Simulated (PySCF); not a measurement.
## Static response to an electric field

C₅H₃F₃NP.
Geometry (GFN2-xTB, Å), atoms numbered from 1 in this order:
```
atom  x, y, z in Å
F1     2.655   -0.623   -1.382
C2     2.269   -0.114   -0.195
F3     2.852    1.074   -0.070
F4     2.811   -0.921    0.739
C5     0.766   -0.086   -0.084
N6     0.237    1.067    0.241
C7    -1.064    1.222    0.374
C8    -2.005    0.213    0.198
C9    -1.649   -1.074   -0.144
P10   -0.018   -1.623   -0.406
H11   -1.375    2.223    0.641
H12   -3.050    0.453    0.336
H13   -2.433   -1.812   -0.265
```

Level: CAM-B3LYP/def2-SVPD (PySCF), static field, nuclei fixed, core orbitals frozen in the response. The polarisability tensor in these axes (au):

```
x   106.43  -3.36  -4.38
y    -3.36  97.69   9.99
z    -4.38   9.99  60.92
```

Q: Diagonalise the tensor; give its mean and Δα, where Δα² is half the sum of the squared differences of the eigenvalues.

A: Principal values 58.14, 98.06 and 108.83 au; mean 88.34 au = 13.09 Å³ = 14.57 × 10⁻⁴⁰ C²·m²/J; Δα = 46.26 au (52 % of the mean).

Q: What is the dipole moment, and where does it point?

A: (-4.73, -0.35, 0.23) D, 4.75 D in size, pointing from the negative to the positive side. Measured along this direction, the outermost atoms are F3 at the negative end and H12 at the positive end.

Q: What depolarisation ratio follows for Rayleigh scattering of linearly polarised light, taking the static tensor?

A: ρ = 3Δα²/(45ᾱ² + 4Δα²) = 6420.4/(351200 + 8560.6) = 0.0178.

Q: What would n − 1 = 2πNα be for an ideal gas of these molecules at 400 K and 1 atm, electronic part alone?

A: N = p/kT = 1.8347 × 10¹⁹ cm⁻³, so n − 1 = 2π × N × 13.09 × 10⁻²⁴ cm³ = 1509 × 10⁻⁶ at long wavelengths, for an ideal gas.

Q: What are the principal values of the traceless quadrupole moment, Θ = ½Σq(3rr − r²1), about the centre of nuclear charge?

A: -4.83, -3.08, 7.90 D·Å. The values depend on the origin, since the dipole doesn't vanish. The electronic extent ⟨r²⟩ about the same centre is 1491 bohr², a root-mean-square distance of 2.26 Å for the 82 electrons.

Geometry: GFN2-xTB; no solvent, vibrations or thermal averaging. GFN2-xTB frequencies show an imaginary mode (22i cm⁻¹), so this geometry is no minimum at that level.
